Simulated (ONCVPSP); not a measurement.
# Transferability test, ONCV potential for rubidium (Rb)

```json
{
 "Element": "Rb (Z = 37)",
 "Generator": "ONCVPSP 4.0.1",
 "Type": "optimised norm-conserving Vanderbilt (ONCV)",
 "Functional": "PBEsol",
 "Relativity": "non-relativistic",
 "Frozen core": "[Ar] 3d10",
 "Valence charge": "9",
 "Reference configuration": "4s2 4p6 5s1",
 "Partial waves": "4s+5s: rc 2.00 bohr, ncon 4, nbas 9, qcut 4.8 1/bohr, 2 projectors; 4p: rc 2.40 bohr, ncon 3, nbas 7, qcut 6.3 1/bohr, 2 projectors, debl 1 Ha; d scattering state at 0.3 Ha: rc 2.45 bohr, ncon 4, nbas 9, qcut 4.2 1/bohr, 2 projectors, debl 2.3 Ha",
 "Local potential": "polynomial inside 1.35 bohr (lpopt 5, dvloc0 -1 Ha)",
 "Core correction": "Teter function, fcfact 2, rcfact 1.1"
}
```

Energies are relative to the spin-unpolarised reference configuration 4s2 4p6 5s1; without spin polarisation the order of configurations can differ from experiment.

```
valence configuration  charge  ΔE all-electron (eV)  error AE − PS (meV)
          4s2 4p6 5s0      +1                 4.000                 -0.1
        4s2 4p6 5s0.5    +0.5                 1.537                  0.0
      4s2 4p6 5s0 5p1       0                 1.425                  0.0
```

(1) What are ΔE and the potential's error for 4s2 4p5 5s1?

Levels in the configuration 4s2 4p6 5s0 5p1:

| level | all-electron (eV) | pseudo (eV) |
| --- | --- | --- |
| 4s | -32.219 | -32.221 |
| 4p | -17.418 | -17.418 |
| 5p | -1.326 | -1.326 |

Note: no bound ghost flagged; GHOST(+) flagged for s at 96.9 eV.

## Answers

(1) ΔE = 21.213 eV all-electron; the error (AE − PS) is -7.9 meV.
